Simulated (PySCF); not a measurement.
cyclopropene (C₃H₄), singlet, at a GFN2-xTB geometry; WB97X/cc-pVDZ (PySCF).

PySCF was given this input:
```python
from pyscf import gto, scf, dft

mol = gto.Mole()
mol.atom = '''
    C    -0.023980   -0.009884    0.852919
    C     0.014152   -0.642536   -0.506755
    C     0.013921    0.654107   -0.491735
    H     0.865702   -0.016920    1.474061
    H    -0.947157   -0.016654    1.423095
    H     0.028731   -1.565950   -1.030141
    H     0.028167    1.589403   -0.993590
'''
mol.basis = 'cc-pvdz'
mol.charge = 0
mol.spin = 0
mol.verbose = 4
mol.build()

mf = dft.RKS(mol)
mf.xc = 'wb97x'
mf.kernel()
```

Problem. Write the output that PySCF gives for this input, abridged.

Solution. 
```
PySCF version 2.14.0

[INPUT] verbose = 4
[INPUT] num. atoms = 7
[INPUT] num. electrons = 22
[INPUT] charge = 0
[INPUT] spin (= nelec alpha-beta = 2S) = 0
[INPUT] symmetry False subgroup None
[INPUT] Mole.unit = angstrom
[INPUT] Symbol           X                Y                Z      unit          X                Y                Z       unit  Magmom
[INPUT]  1 C     -0.023980000000  -0.009884000000   0.852919000000 AA   -0.045315632467  -0.018678053015   1.611783316438 Bohr   0.0
[INPUT]  2 C      0.014152000000  -0.642536000000  -0.506755000000 AA    0.026743404115  -1.214217065174  -0.957628162254 Bohr   0.0
[INPUT]  3 C      0.013921000000   0.654107000000  -0.491735000000 AA    0.026306877380   1.236083086161  -0.929244475863 Bohr   0.0
[INPUT]  4 H      0.865702000000  -0.016920000000   1.474061000000 AA    1.635939685488  -0.031974166028   2.785571580902 Bohr   0.0
[INPUT]  5 H     -0.947157000000  -0.016654000000   1.423095000000 AA   -1.789867326965  -0.031471498879   2.689259799238 Bohr   0.0
[INPUT]  6 H      0.028731000000  -1.565950000000  -1.030141000000 AA    0.054293721285  -2.959216624763  -1.946684359686 Bohr   0.0
[INPUT]  7 H      0.028167000000   1.589403000000  -0.993590000000 AA    0.053227915751   3.003536371562  -1.877612980107 Bohr   0.0

nuclear repulsion = 64.1101600291322
number of shells = 27
number of NR pGTOs = 106
number of NR cGTOs = 62
basis = cc-pvdz
ecp = {}

******** <class 'pyscf.dft.rks.RKS'> ********
method = RKS
initial guess = minao
damping factor = 0
level_shift factor = 0
DIIS = <class 'pyscf.scf.diis.CDIIS'>
diis_start_cycle = 1
diis_space = 8
diis_damp = 0
SCF conv_tol = 1e-09
SCF conv_tol_grad = None
SCF max_cycles = 50
direct_scf = True
direct_scf_tol = 1e-13
XC library pyscf.dft.libxc version 7.1.2
    S. Lehtola, C. Steigemann, M. J. T. Oliveira, and M. A. L. Marques,  SoftwareX 7, 1–5 (2018)
XC functionals = wb97x
    J.-D. Chai and M. Head-Gordon,  J. Chem. Phys. 128, 084106 (2008)
radial grids:
    Treutler-Ahlrichs [JCP 102, 346 (1995); DOI:10.1063/1.469408] (M4) radial grids

becke partition: Becke, JCP 88, 2547 (1988); DOI:10.1063/1.454033
pruning grids: <function nwchem_prune>
grids dens level: 3
symmetrized grids: False
atomic radii adjust function: <function treutler_atomic_radii_adjust>
small_rho_cutoff = 0
Set gradient conv threshold to 3.16228e-05
Initial guess from minao.
tot grids = 81592
init E= -117.169989248616
  HOMO = -0.271162528427696  LUMO = -0.0108644309736143  gap/eV = 7.08307
cycle= 1 E= -116.581180131335  delta_E= 0.589  |g|= 0.168  |ddm|= 2.44
  HOMO = -0.337920507557173  LUMO = 0.105360653354222  gap/eV = 12.06229
cycle= 2 E= -116.590379064851  delta_E= -0.0092  |g|= 0.0649  |ddm|= 0.207
  HOMO = -0.353554548812244  LUMO = 0.0961700041626932  gap/eV = 12.23763
cycle= 3 E= -116.591395876955  delta_E= -0.00102  |g|= 0.0261  |ddm|= 0.0786
  HOMO = -0.34918165331469  LUMO = 0.0998493049302751  gap/eV = 12.21875
cycle= 4 E= -116.591581583848  delta_E= -0.000186  |g|= 0.00368  |ddm|= 0.0267
  HOMO = -0.34848828450429  LUMO = 0.100536322922375  gap/eV = 12.21858
cycle= 5 E= -116.591585580859  delta_E= -4e-06  |g|= 0.00132  |ddm|= 0.00584
  HOMO = -0.348692366940369  LUMO = 0.100227853051571  gap/eV = 12.21574
cycle= 6 E= -116.591586138462  delta_E= -5.58e-07  |g|= 0.000236  |ddm|= 0.00203
  HOMO = -0.348656935044964  LUMO = 0.100286358152723  gap/eV = 12.21637
cycle= 7 E= -116.59158617057  delta_E= -3.21e-08  |g|= 3.23e-05  |ddm|= 0.000921
  HOMO = -0.348651532763852  LUMO = 0.100291628462957  gap/eV = 12.21637
cycle= 8 E= -116.591586171402  delta_E= -8.32e-10  |g|= 4.35e-06  |ddm|= 0.00019
  HOMO = -0.348651535098962  LUMO = 0.100291176776122  gap/eV = 12.21635
Extra cycle  E= -116.591586171415  delta_E= -1.34e-11  |g|= 1.47e-06  |ddm|= 2.11e-05
converged SCF energy = -116.591586171415
```
